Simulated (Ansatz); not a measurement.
Basis-set extrapolation for `O[Si](F)(F)S[Si](O)(F)F` (PBE0-D4/def2-TZVP geometry, frozen core, Ansatz 0.2.0). Multiplicity 1, RHF reference.

|  | def2-TZVPP | def2-QZVPP |
| --- | --- | --- |
| HF | -1524.813292 | -1524.870335 |
| MP2 correlation | -1.861227 | -2.034689 |
| CCSD(T) correlation | -1.943292 | not run |

Energies in hartree. Use E(X) = E(∞) + A·exp(−7.88·√X) for Hartree–Fock and E(X) = E(∞) + B·X^(−2.97) for correlation, with X = 3 and 4, and add CCSD(T) minus MP2 of the smaller set to the MP2 limit.

What is the CCSD(T) energy at the basis-set limit?

HF limit: -1524.870335 + (-0.057043) × 0.13774 = -1524.87819. MP2 limit: -2.034689 + (-0.173462) × 0.74074 = -2.16318. Higher-order term: -1.943292 − (-1.861227) = -0.08207. Total: -1527.12344 hartree, 230.2 kcal/mol below CCSD(T)/def2-TZVPP.
